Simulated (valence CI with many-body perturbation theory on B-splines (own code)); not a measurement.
Au⁷²⁺ in brief

Level of theory: relativistic CI+MBPT: five valence electrons over a frozen Dirac-Fock core [He], a basis of 9 s, 9 p, 8 d, 6 f, 3 g, 1 h functions for each j, with the one-electron correlation potential Σ1 (screened to all orders), the two-electron term Σ2, the three-electron term Σ3, Breit, model QED; selected single and double excitations, second order for the rest (own B-spline code, finite nucleus).

No measured spectrum was set against this ion. As an estimate, large intervals hold to a few tenths of a per cent, small ones and those within an open d or f shell to about a per cent. Among the levels kept, up to 1100 cm⁻¹ of a level comes from second order outside the variational space, and about a tenth of that is noise between levels of different J, which matters for small intervals.

Levels are named by their leading jj configuration (3d3/2^4 stands for four electrons in 3d with j = 3/2), which in mixed levels can hold well under half, so a name can repeat and another be missing.

Rates and lifetimes use the calculated energies. Strong lines usually hold to 10 to 20 %, long lifetimes can be off by a factor of two.

Question: What is the ground level?

Answer: (2s^2 2p1/2^2 2p3/2) J=3/2, composition 49 % 2s2 2p3 2P° + 27 % 2s2 2p3 2D° + 24 % 2s2 2p3 4S°, g = 1.304.

Question: What are the static dipole polarisabilities of the lowest levels?

Answer: (2s^2 2p1/2^2 2p3/2) J=3/2 4.61e-05 (tensor 8.7e-06) bohr³, of which the core gives 1.59e-07.

Question: How well does LS coupling describe the low levels?

Answer: Among the lowest 20 levels the leading LS term, summed over configurations, holds 63 % on average. For single configurations the figures are 63 % in LS and 100 % in jj coupling. Terms mix most in the J = 3/2 level at 10732 eV, where the leading one holds 35 %.

Question: Name the longest-lived excited levels whose lifetime is computed, and their main decay.

Answer: (2s^2 2p1/2 2p3/2^2) J=5/2 at 1911 eV lives 93.7 ps, mostly by M1 to (2s^2 2p1/2^2 2p3/2) J=3/2; (2s^2 2p1/2 2p3/2^2) J=1/2 at 1970 eV lives 29.6 ps, mostly by M1 to (2s^2 2p1/2^2 2p3/2) J=3/2; (2s^2 2p1/2 2p3/2^2) J=3/2 at 1887 eV lives 16.2 ps, mostly by M1 to (2s^2 2p1/2^2 2p3/2) J=3/2.

Question: Among levels below 13257 eV, which E1 lines absorb most strongly from the ground level?

Answer: to (2s^2 2p1/2^2 3d5/2) J=5/2 at 0.1129 nm, f = 0.549; to (2s^2 2p1/2 2p3/2 3d3/2) J=5/2 at 0.09706 nm, f = 0.503; to (2s^2 2p1/2 2p3/2 3d3/2) J=3/2 at 0.09702 nm, f = 0.300.

Question: What is the ionisation energy?

Answer: 19155 eV; NIST lists 19150 ± 70 eV (theoretical).

Question: Where does the other parity begin?

Answer: At (2s 2p1/2^2 2p3/2^2) J=5/2, 2273 eV.
